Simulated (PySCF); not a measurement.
PySCF input for OSn, SMILES [Sn]=[O] (connectivity only; charge and spin as stated), neutral, multiplicity 1, TDA-M06-2X/def2-TZVPD. Geometry optimised at PBE0-D3(BJ)/def2-TZVP. The def2 effective core potentials stand for the cores of Sn; spin–orbit coupling is left out.

```python
import numpy as np
from pyscf import gto, scf, dft, tdscf

mol = gto.M(
    atom='''
    Sn    0.00000000    0.00000000   -0.25072927
    O     0.00000000    0.00000000    1.56705792
    ''',
    basis='def2-TZVPD',
    ecp={'Sn': 'def2-tzvp'},
    charge=0,
    spin=0,
    symmetry=True,
    symmetry_subgroup='C2v',
    max_memory=1600,
    verbose=4,
)
mf = dft.RKS(mol, xc='m06-2x').density_fit(auxbasis='def2-universal-jkfit')
mf.grids.level = 4
mf.conv_tol = 1e-9
mf.max_cycle = 100
mf.kernel()
mf.grids = dft.Grids(mol).set(level=2).build(with_non0tab=True)  # coarser grid for the response kernel
td = tdscf.TDA(mf)
td.singlet = True
td.nstates = 10
td.conv_tol = 1e-4
td.kernel(x0=td.get_init_guess(mf, 15))
td.analyze()
tt = tdscf.TDA(mf)
tt.singlet = False
tt.nstates = 4
tt.conv_tol = 1e-4
tt.kernel(x0=tt.get_init_guess(mf, 9))
tt.analyze(verbose=3)
```

Program output:

```
PySCF version 2.14.0

[INPUT] verbose = 4
[INPUT] num. atoms = 2
[INPUT] num. electrons = 30
[INPUT] charge = 0
[INPUT] spin (= nelec alpha-beta = 2S) = 0
[INPUT] symmetry True subgroup C2v
[INPUT] Mole.unit = angstrom
[INPUT] Symbol           X                Y                Z      unit          X                Y                Z       unit  Magmom
[INPUT]  1 Sn     0.000000000000   0.000000000000  -0.250729270000 AA    0.000000000000   0.000000000000  -0.473809651712 Bohr   0.0
[INPUT]  2 O      0.000000000000   0.000000000000   1.567057920000 AA    0.000000000000   0.000000000000   2.961310290131 Bohr   0.0

nuclear repulsion = 51.2354744462249
point group symmetry = Coov, use subgroup C2v
symmetry origin: [ 0.00000000e+00  0.00000000e+00 -4.56140786e-09]
symmetry axis x: [1. 0. 0.]
symmetry axis y: [0. 1. 0.]
symmetry axis z: [0. 0. 1.]
num. orbitals of irrep A1 = 42
num. orbitals of irrep A2 = 10
num. orbitals of irrep B1 = 22
num. orbitals of irrep B2 = 22
number of shells = 32
number of NR pGTOs = 152
number of NR cGTOs = 96
basis = def2-TZVPD
ecp = {'Sn': 'def2-tzvp'}


******** <class 'pyscf.df.df_jk.DFSymAdaptedRKS'> ********
method = DFSymAdaptedRKS
initial guess = minao
damping factor = 0
level_shift factor = 0
DIIS = <class 'pyscf.scf.diis.CDIIS'>
diis_start_cycle = 1
diis_space = 8
diis_damp = 0
SCF conv_tol = 1e-09
SCF conv_tol_grad = None
SCF max_cycles = 100
direct_scf = False
XC library pyscf.dft.libxc version 7.1.2
    S. Lehtola, C. Steigemann, M. J. T. Oliveira, and M. A. L. Marques,  SoftwareX 7, 1–5 (2018)
XC functionals = m06-2x
    Y. Zhao and D. G. Truhlar,  Theor. Chem. Acc. 120, 215 (2008)
    Y. Zhao and D. G. Truhlar,  Theor. Chem. Acc. 120, 215 (2008)
radial grids:
    Treutler-Ahlrichs [JCP 102, 346 (1995); DOI:10.1063/1.469408] (M4) radial grids

becke partition: Becke, JCP 88, 2547 (1988); DOI:10.1063/1.454033
pruning grids: <function nwchem_prune>
grids dens level: 4
symmetrized grids: True
atomic radii adjust function: <function treutler_atomic_radii_adjust>
small_rho_cutoff = 0
Freeze 0 electrons in irreps []
    30 free electrons in irreps A1 A2 B1 B2
Set gradient conv threshold to 3.16228e-05
Initial guess from minao.
tot grids = 60392
******** <class 'pyscf.df.df.DF'> ********
auxbasis = def2-universal-jkfit
init E= -252.402115634184
HOMO (A1) = -0.802724261725423  LUMO (B1) = -0.555480479104465  gap/eV = 6.72785
cycle= 1 E= -288.773753369618  delta_E= -36.4  |g|= 2.05  |ddm|= 31.2
HOMO (A1) = -0.109668339132327  LUMO (B1) = 0.0127263941885047  gap/eV = 3.33053
cycle= 2 E= -288.526262870683  delta_E= 0.247  |g|= 2.31  |ddm|= 6.02
HOMO (A1) = -0.345035142502471  LUMO (B2) = -0.0559838710468661  gap/eV = 7.86549
cycle= 3 E= -289.204698928922  delta_E= -0.678  |g|= 1.14  |ddm|=  1.9
HOMO (A1) = -0.316986101002854  LUMO (B2) = -0.0580953522518821  gap/eV = 7.04478
cycle= 4 E= -289.447228747482  delta_E= -0.243  |g|= 0.0748  |ddm|= 0.668
HOMO (A1) = -0.320966419200509  LUMO (B1) = -0.0538333520609626  gap/eV = 7.26906
cycle= 5 E= -289.448228703087  delta_E= -0.001  |g|= 0.0449  |ddm|= 0.196
HOMO (A1) = -0.323836728244956  LUMO (B1) = -0.054168211154221  gap/eV = 7.33805
cycle= 6 E= -289.44859480431  delta_E= -0.000366  |g|= 0.0115  |ddm|= 0.0353
HOMO (A1) = -0.325565406215979  LUMO (B2) = -0.0549013908249836  gap/eV = 7.36514
cycle= 7 E= -289.448625456025  delta_E= -3.07e-05  |g|= 0.00189  |ddm|= 0.0139
HOMO (A1) = -0.32552961092459  LUMO (B2) = -0.0550440065015119  gap/eV = 7.36029
cycle= 8 E= -289.44862638828  delta_E= -9.32e-07  |g|= 0.000176  |ddm|= 0.00305
HOMO (A1) = -0.325475269158144  LUMO (B1) = -0.0549974448112804  gap/eV = 7.36008
cycle= 9 E= -289.448626414338  delta_E= -2.61e-08  |g|= 0.000102  |ddm|= 0.000798
HOMO (A1) = -0.325463922308199  LUMO (B2) = -0.0550022377082389  gap/eV = 7.35964
cycle= 10 E= -289.448626418981  delta_E= -4.64e-09  |g|= 1.39e-05  |ddm|= 0.000243
HOMO (A1) = -0.325460980528423  LUMO (B1) = -0.0550033430597896  gap/eV = 7.35953
cycle= 11 E= -289.448626419196  delta_E= -2.15e-10  |g|= 3.39e-06  |ddm|= 6.13e-05
HOMO (A1) = -0.325460534080154  LUMO (B1) = -0.0550032674451808  gap/eV = 7.35952
Extra cycle  E= -289.448626419202  delta_E= -6.14e-12  |g|= 2.37e-06  |ddm|= 7.44e-06
converged SCF energy = -289.448626419202
tot grids = 25256


******** <class 'pyscf.tdscf.rks.TDA'> for <class 'pyscf.df.df_jk.DFSymAdaptedRKS'> ********
nstates = 10 singlet
deg_eia_thresh = 1.000e-03
wfnsym = None
conv_tol = 0.0001
eigh lindep = 1e-12
eigh level_shift = 0
eigh max_cycle = 100


Excitation energies (eV)
[3.76427964 3.9210466  3.9210466  4.23040058 4.23051685 5.92255711
 6.60873918 6.60873918 7.19931638 7.57535818]

** Singlet excitation energies and oscillator strengths **
Excited State   1:   A2      3.76428 eV    329.37 nm  f=0.0000
      13 -> 17        0.49004
      14 -> 16       -0.49004
Excited State   2:   B1      3.92105 eV    316.20 nm  f=0.0529
      15 -> 16        0.68990
Excited State   3:   B2      3.92105 eV    316.20 nm  f=0.0529
      15 -> 17       -0.68990
Excited State   4:   A1      4.23040 eV    293.08 nm  f=0.0000
      13 -> 16        0.49362
      14 -> 17       -0.49362
Excited State   5:   A2      4.23052 eV    293.07 nm  f=0.0000
      13 -> 17        0.49362
      14 -> 16        0.49362
Excited State   6:   A1      5.92256 eV    209.34 nm  f=0.0001
      13 -> 16        0.35342
      14 -> 17        0.35342
      15 -> 18        0.29322
      15 -> 19        0.34858
      15 -> 27       -0.14590
Excited State   7:   B2      6.60874 eV    187.61 nm  f=0.0360
      12 -> 17        0.11199
      14 -> 18       -0.53842
      14 -> 19       -0.39435
      14 -> 27        0.17217
Excited State   8:   B1      6.60874 eV    187.61 nm  f=0.0360
      12 -> 16        0.11199
      13 -> 18       -0.53842
      13 -> 19       -0.39435
      13 -> 27        0.17217
Excited State   9:   A1      7.19932 eV    172.22 nm  f=0.0244
      13 -> 16       -0.10820
      14 -> 17       -0.10820
      15 -> 18        0.62141
      15 -> 19       -0.28502
Excited State  10:   B2      7.57536 eV    163.67 nm  f=0.0481
      14 -> 18       -0.43894
      14 -> 19        0.53814

** Transition electric dipole moments (AU) **
state          X           Y           Z        Dip. S.      Osc.
  1        -0.0000      0.0000     -0.0000      0.0000      0.0000
  2         0.7420     -0.0000      0.0000      0.5505      0.0529
  3         0.0000     -0.7420     -0.0000      0.5505      0.0529
  4         0.0000      0.0000     -0.0000      0.0000      0.0000
  5         0.0000      0.0000      0.0000      0.0000      0.0000
  6        -0.0000     -0.0000      0.0236      0.0006      0.0001
  7         0.0000     -0.4717     -0.0000      0.2225      0.0360
  8        -0.4717      0.0000     -0.0000      0.2225      0.0360
  9         0.0000      0.0000      0.3720      0.1384      0.0244
 10        -0.0000     -0.5088      0.0000      0.2589      0.0481

WARN: ECP detected. Skipping calculation of transition velocity and magnetic dipole moments, which have not yet been implemented.



******** <class 'pyscf.tdscf.rks.TDA'> for <class 'pyscf.df.df_jk.DFSymAdaptedRKS'> ********
nstates = 4 triplet
deg_eia_thresh = 1.000e-03
wfnsym = None
conv_tol = 0.0001
eigh lindep = 1e-12
eigh level_shift = 0
eigh max_cycle = 100


Excitation energies (eV)
[2.92783098 2.92783098 3.29842328 3.6186652 ]

** Triplet excitation energies and oscillator strengths **
Excited State   1:   B2      2.92783 eV    423.47 nm  f=0.0000
Excited State   2:   B1      2.92783 eV    423.47 nm  f=0.0000
Excited State   3:   A1      3.29842 eV    375.89 nm  f=0.0000
Excited State   4:   A1      3.61867 eV    342.62 nm  f=0.0000
```

Self-consistency was reached.

Cost: very roughly 50 core-seconds.
